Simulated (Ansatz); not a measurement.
hafnium atom (Hf), triplet (core potentials on Hf). Base run: B3LYP/def2-TZVP (Ansatz, a quantum-chemistry and plane-wave program).

Geometry (Å):
```xyz
1

Hf     0.0000     0.0000     0.0000
```
Charge 0, spin multiplicity 3.
Orbitals are unrestricted.
All else is at Ansatz's defaults.

The base run was repeated with changes; each row names its change, and settings that it needs were set with it.

| change | basis functions | E (Eh) |
|---|---|---|
| base | 40 | -47.88108 |
| basis = jorge-DZP-DKH; relativity = spin-free X2C | 60 | -15067.57189 |
| basis = x2c-SVPall; relativity = none | 66 | -12927.75393 |
| basis = x2c-SVPall; relativity = spin-free X2C | 66 | -15079.67619 |
| basis = ANO-RCC-VDZP; relativity = spin-free X2C; nucleus = Gaussian | 68 | -15078.40513 |
| basis = x2c-SVPall; relativity = spin-free X2C; nucleus = Gaussian | 66 | -15078.13515 |
| basis = ANO-RCC-VDZP; relativity = none | 68 | -12775.61528 |
| basis = jorge-DZP-DKH; relativity = none | 60 | -14059.67444 |
| basis = jorge-DZP-DKH; relativity = spin-free X2C; nucleus = Gaussian | 60 | -15066.18261 |
| basis = ANO-RCC-VDZP; relativity = spin-free X2C | 68 | -15080.28624 |

Absolute energies of different levels of theory aren't comparable as measures of quality.

Ansatz warned in this series: the basis is contracted for relativity, which the run leaves out.

Basis sets contracted for a relativistic Hamiltonian are a mismatch without it, so the rows without relativity aren't non-relativistic limits. No row has spin-orbit coupling; sets with core potentials leave out the core electrons.
